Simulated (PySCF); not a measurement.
PySCF 2.14 output of a UHF calculation on a single atom or ion in jorge-DZP-DKH (4s2p1d, 15 functions), with scalar relativity by spin-free X2C-1e:

```
SCF conv_tol = 1e-09
number electrons alpha = 2  beta = 2
cycle= 1 E= -51.1031318805614  delta_E= 2.13e-14  |g|= 3.54e-09  |ddm|= 3.41e-08
converged SCF energy = -51.1031318805614  <S^2> = -4.4408921e-15  2S+1 = 1
```

The run itself started from symmetry-adapted Hartree-Fock orbitals and held the occupation by maximum overlap, so the iterations belong to that start.

Task: Which element, charge and spin multiplicity is this?

Result: N³⁺ (nitrogen, charge +3), multiplicity 1; the state was [He] 2s2, closed-shell 1S.
